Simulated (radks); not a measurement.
These are the eigenvalues of the occupied orbitals of an atom or ion with whole-number occupations (Ry). All-electron calculation, Dirac Kohn-Sham, PBEsol, spin-unpolarised, spherical densities, finite nucleus; Fermi nuclear charge, rms radius of each element as measured or else 0.836 A^(1/3) + 0.57 fm. Program: a radial shooting solver on a logarithmic mesh with Libxc functionals.

| orbital | eigenvalue |
|---|---|
| 1s1/2 | -557.3686 |
| 2s1/2 | -65.89809 |
| 2p1/2 | -57.18104 |
| 2p3/2 | -56.09266 |
| 3s1/2 | -7.47109 |
| 3p1/2 | -4.88209 |
| 3p3/2 | -4.74804 |
| 3d3/2 | -0.63965 |
| 3d5/2 | -0.62667 |
| 5s1/2 | -0.10675 |

Which element is it, and in what charge state? The configuration may be excited. Open shells, if any, are shared by 2j + 1.

Answer. Z = 27, cobalt, charge 0: Co in [Ar] 3d8 5s1. The list shows which subshells hold electrons but not how many an open one holds; the 1s level, -278.68 hartree, gives Z - s = 23.6 by -(Z - s)^2/2, which with screening and relativity narrows Z to a few neighbours, and the depths of the outer levels then fix element, charge and occupations together.
